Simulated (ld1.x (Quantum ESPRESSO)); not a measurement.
## sulfur (S): one change to a TM semilocal potential, before and after

sulfur (S), norm-conserving Troullier–Martins (semilocal form), made with ld1.x (Quantum ESPRESSO) 7.5 (PBE, non-relativistic). Core [Ne], reference 3s2 3p1 (charge +3). Waves: 3p (bound): rc 1.00 bohr; 3d channel at 0.45 Ry: rc 1.30 bohr; 3s (bound): rc 1.30 bohr. Local part: the s channel. Core correction: a·sin(br)/r model core inside 0.90 bohr.

Change: wave 3p (bound): rc 1.00 bohr becomes 3p (bound): rc 0.68 bohr.

Cutoffs: the cutoffs (Ry, on a coarse ladder) from which the occupation-weighted sum of valence levels, in a spherical-Bessel basis at the reference potential, stays within 10 and 1 mRy of its value at 400 Ry; they do not see the model core or the augmentation charge, which bear on the density cutoff. Errors are all-electron minus pseudo energies relative to the spin-unpolarised reference configuration.

Task: What does the change do?

Result: The miss of the reference levels goes from 0.00 to 0.23 eV; of the 7 tests that both files solve, the error grows in 7 and shrinks in 0 by more than 15 % and 0.3 meV (median size 97.2 → 790.7 meV); the range in which the p phases agree narrows (upper end -0.5 → -2.3); neither file shows a bound ghost. That the errors move this way runs against the usual rule that smaller radii transfer better. A semilocal file is local in each channel, so a ghost entry of none says nothing of the separable form that plane-wave codes build from it.

```tsv
quantity	base	changed
cutoffs, loose and tight	110 Ry, 160 Ry	not determined
bound ghosts	none	none
largest miss of a reference level, eV	0.00	0.23
error for 3s2 3p4, meV [ΔE -68.13 eV]	+121	+932
error for 3s2 3p3, meV [ΔE -56.35 eV]	+70	+623
error for 3s2 3p2, meV [ΔE -34.05 eV]	+21	+264
error for 3s2 3p3.5, meV [ΔE -63.46 eV]	+97	+791
error for 3s0 3p6, meV [ΔE -47.65 eV]	+110	+1046
error for 3s1 3p5, meV [ΔE -57.95 eV]	+114	+1015
error for 3s2 3p0, meV [ΔE 46.80 eV]	+20	+46
s: phases at 1.40 bohr within 0.05 rad from the reference energy up to (Ry; the scan ends near 5)	4.4	4.1
p: phases at 1.40 bohr within 0.05 rad from the reference energy up to (Ry; the scan ends near 5)	-0.5	-2.3
d: phases at 1.40 bohr within 0.05 rad from the reference energy up to (Ry; the scan ends near 5)	to the end of the scan	to the end of the scan
```
